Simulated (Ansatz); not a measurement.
Stepwise reaction of `C#[C][Zr]([OH])([OH])[C]#C` with hydrogen chloride, as a gas-phase model of exchange steps in deposition or etching. ΔE in kJ/mol.

Calculated with Ansatz (gas phase, PBE0-D4/def2-TZVP geometries, no zero-point term in ΔE). CCSD(T)/CBS adds triple-zeta CCSD(T) − MP2 to the extrapolated MP2 energy (def2 sets, frozen cores). This one scheme is used for every species. DFT in def2-TZVPP. B3LYP here is the variant with VWN-RPA as its local correlation; programs differ in this. def2 core potentials past Kr. For Zr outer-core shells are correlated without core-valence functions, which leaves a few kJ/mol of doubt a bond. Each species was taken in one conformer, which may not be the lowest.

```
step                                                                  reaction  PBE-D4  B3LYP-D4  ωB97M-V  CCSD(T)/CBS
   1  `C#[C][Zr]([OH])([OH])[C]#C` + HCl → `C#[C][Zr]([OH])([OH])[Cl]` + `C#C`  -134.6    -138.6   -139.1       -137.6
```

Give the row of step 2, `C#[C][Zr]([OH])([OH])[Cl]` + HCl → `[OH][Zr]([OH])([Cl])[Cl]` + `C#C`. (Best estimate.)

Ansatz gave: 
| step | reaction | PBE-D4 | B3LYP-D4 | ωB97M-V | CCSD(T)/CBS |
| --- | --- | --- | --- | --- | --- |
| 2 | `C#[C][Zr]([OH])([OH])[Cl]` + HCl → `[OH][Zr]([OH])([Cl])[Cl]` + `C#C` | -131.0 | -135.0 | -135.6 | -133.7 |

By hand: ΔE of the 2 steps together at CCSD(T)/CBS.

(-137.6) + (-133.7) = -271.3 kJ/mol, or -135.6 kJ/mol a step.

In ΔE the steps differ by no more than 3.9 kJ/mol. All are downhill at CCSD(T)/CBS. PBE-D4 differs from CCSD(T)/CBS by 2.7 to 3.0 kJ/mol a step. Only this route is followed, and other bonds may react first. Isolated molecules leave out the surface, adducts and barriers. Largest T1 diagnostic: 0.017.
